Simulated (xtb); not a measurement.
F₂Mg, singlet, at a GFN2-xTB geometry (such geometries of metal compounds can be far from the true shape); GFN2-xTB run with xtb.

Here is a job for xtb.
```
$ xtb mol.xyz --gfn 2 --json

# file mol.xyz
3

Mg     0.40305854    -0.05533096    -0.13647722
F     -0.45725792     1.18552207    -0.93154954
F     -0.08015346    -1.11174745     1.11351917
```

The log (banner, timings and long lists left out):

```
   ID    Z sym.   atoms
    1   12 Mg     1
    2    9 F      2, 3

           -------------------------------------------------
          |                Calculation Setup                |
           -------------------------------------------------

           -------------------------------------------------
          |                 G F N 2 - x T B                 |
           -------------------------------------------------

          ...................................................
          :                      SETUP                      :
          :.................................................:
          :  # basis functions                  18          :
          :  # atomic orbitals                  17          :
          :  # shells                            7          :
          :  # electrons                        16          :
          :  max. iterations                   250          :
          :  Hamiltonian                  GFN2-xTB          :
          :  restarted?                      false          :
          :  GBSA solvation                  false          :
          :  PC potential                    false          :
          :  electronic temp.          300.0000000     K    :
          :  accuracy                    1.0000000          :
          :  -> integral cutoff          0.2500000E+02      :
          :  -> integral neglect         0.1000000E-07      :
          :  -> SCF convergence          0.1000000E-05 Eh   :
          :  -> wf. convergence          0.1000000E-03 e    :
          :  Broyden damping             0.4000000          :
          :  net charge                          0          :
          :  unpaired electrons                  0          :
          ...................................................

 iter      E             dE          RMSdq      gap      omega  full diag
   1     -9.0669910 -0.906699E+01  0.172E+01    0.92       0.0  T
   2     -9.7194030 -0.652412E+00  0.112E+01    9.56       1.0  T
   3    -10.0755129 -0.356110E+00  0.118E+01    3.75       1.0  T
   4     -9.8478803  0.227633E+00  0.154E+01    7.05       1.0  T
   5    -10.1208383 -0.272958E+00  0.111E+00    3.06       1.0  T
   6    -10.1089515  0.118869E-01  0.285E+00    2.27       1.0  T
   7    -10.0889519  0.199995E-01  0.489E+00    2.11       1.0  T
   8    -10.1278385 -0.388866E-01  0.161E-01    2.78       1.0  T
   9    -10.1279483 -0.109805E-03  0.190E-01    2.71       1.0  T
[...]
         :: total energy             -10.113961612077 Eh    ::
[...]
        12                          0.0020613               0.0561
        13                          0.0152114               0.4139
        14                          0.0357014               0.9715
        15                          0.0790949               2.1523
        16                          0.6931331              18.8611
        17                          0.6971784              18.9712
      -------------------------------------------------------------
                  HL-Gap            0.1004529 Eh            2.7335 eV
             Fermi-level           -0.4482929 Eh          -12.1987 eV

     #   Z          covCN         q      C6AA      α(0)
     1  12 Mg       1.278     0.532   183.389    37.303
     2   9 F        0.639    -0.266    11.970     4.083
     3   9 F        0.639    -0.266    11.970     4.083

 Mol. C6AA /au·bohr⁶  :        366.986068
 Mol. C8AA /au·bohr⁸  :      22550.477882
 Mol. α(0) /au        :         45.469062

Wiberg/Mayer (AO) data.
largest (>0.10) Wiberg bond orders for each atom

 ---------------------------------------------------------------------------
     #   Z sym  total        # sym  WBO       # sym  WBO       # sym  WBO
 ---------------------------------------------------------------------------
     1  12 Mg   2.221 --     3 F    1.111     2 F    1.111
     2   9 F    1.235 --     1 Mg   1.111     3 F    0.125
     3   9 F    1.235 --     1 Mg   1.111     2 F    0.125
 ---------------------------------------------------------------------------

Topologies differ in total number of bonds
Writing topology from bond orders to xtbtopo.mol

molecular dipole:
                 x           y           z       tot (Debye)
 q only:        0.676      -0.093      -0.229
   full:        1.390      -0.191      -0.471       3.762
molecular quadrupole (traceless):
                xx          xy          yy          xz          yz          zz
 q only:        2.340       0.582      -1.573      -0.637       3.360      -0.767
  q+dip:        3.613       0.524      -2.352      -1.201       4.102      -1.261
   full:        4.584       1.129      -3.078      -1.254       6.550      -1.505

           -------------------------------------------------
          | TOTAL ENERGY              -10.113961612077 Eh   |
          | GRADIENT NORM               0.000001077103 Eh/α |
          | HOMO-LUMO GAP               2.733462016449 eV   |
           -------------------------------------------------

normal termination of xtb
```
